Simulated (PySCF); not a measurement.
C₂H₅NOSi, SMILES N#CC[SiH2]O. Atoms are numbered in the order given.

```xyz
10

N     -0.3326    -2.8634     0.0000
C      0.1976    -1.8321     0.0000
C      0.8017    -0.5104     0.0000
Si    -0.5041     0.8685     0.0000
O      0.4071     2.2641     0.0000
H      1.4444    -0.3881    -0.8878
H      1.4444    -0.3881     0.8878
H     -1.3545     0.7442     1.2168
H     -1.3545     0.7442    -1.2168
H     -0.0470     3.1144     0.0000
```

Geometry optimised at B3LYP-D3(BJ)/def2-SVP. This is a generated structure with no PubChem entry under its InChIKey; it may be hypothetical. Other conformers were not sampled.

Two levels are set side by side: PBE/pcSseg-1 (PySCF) and KT2/pcSseg-1 (PySCF). GIAO shifts against H2O (¹⁷O), NH3 (¹⁵N), TMS (²⁹Si), TMS (¹H), TMS (¹³C) at the same level; non-relativistic, no solvent, atoms listed together averaged. Differences are taken from unrounded values.

```json
[
 {"quantity": "δ(¹⁵N) of N1 (ppm)", "KT2": "286.1"},
 {"quantity": "δ(¹³C) of C2 (ppm)", "KT2": "107.8"},
 {"quantity": "δ(¹³C) of C3 (ppm)", "KT2": "5.0"},
 {"quantity": "δ(²⁹Si) of Si4 (ppm)", "KT2": "-11.8"},
 {"quantity": "δ(¹⁷O) of O5 (ppm)", "KT2": "18.6"},
 {"quantity": "δ(¹H) of H6, H7 (ppm)", "KT2": "2.26"},
 {"quantity": "δ(¹H) of H8, H9 (ppm)", "KT2": "5.51"},
 {"quantity": "δ(¹H) of H10 (ppm)", "KT2": "0.87"}
]
```

Question: What does PBE give, and how far is it from KT2? (An estimate is asked for; the answer gives what the named calculation found.)

Answer: 
```csv
quantity,PBE,PBE minus KT2
δ(¹⁵N) of N1 (ppm),304.2,18.2
δ(¹³C) of C2 (ppm),116.2,8.4
δ(¹³C) of C3 (ppm),4.9,-0.2
δ(²⁹Si) of Si4 (ppm),-13.1,-1.3
δ(¹⁷O) of O5 (ppm),23.2,4.6
"δ(¹H) of H6, H7 (ppm)",2.21,-0.06
"δ(¹H) of H8, H9 (ppm)",5.57,0.07
δ(¹H) of H10 (ppm),0.90,0.02
```

Rough cost on one machine, each run with all the roots and properties that it gave: KT2 against PBE within a factor of 2.
